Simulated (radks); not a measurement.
Task: All-electron atom: Hf14+ in [Kr] 4d10 4f(5/2: 5, 7/2: 5) 5s2 (not the ground configuration). Method: Dirac Kohn-Sham, BLYP, spin-unpolarised, spherical densities, finite nucleus; Fermi nuclear charge, rms radius 5.347 fm; computed with a radial shooting solver on a logarithmic mesh with Libxc functionals.

Spin-orbit splittings of the eigenvalues, e(l+1/2) - e(l-1/2), with zeta = 2 splitting/(2l+1) and mean radii in bohr:

shell  occ.  splitting (eV)  zeta (eV)  <r> j=l-1/2  <r> j=l+1/2
2p        6            1192      794.8      0.06611      0.07384
3p        6           255.6      170.4       0.1980       0.2124
3d       10           55.75      22.30       0.1862       0.1907
4p        6           60.30      40.20       0.4687       0.4994
4d       10           11.38      4.550       0.5131       0.5230
4f       10               ?          ?       0.5578       0.5630

Estimate the 4f splitting.

Result: 2.254 eV (zeta = 0.6440 eV).
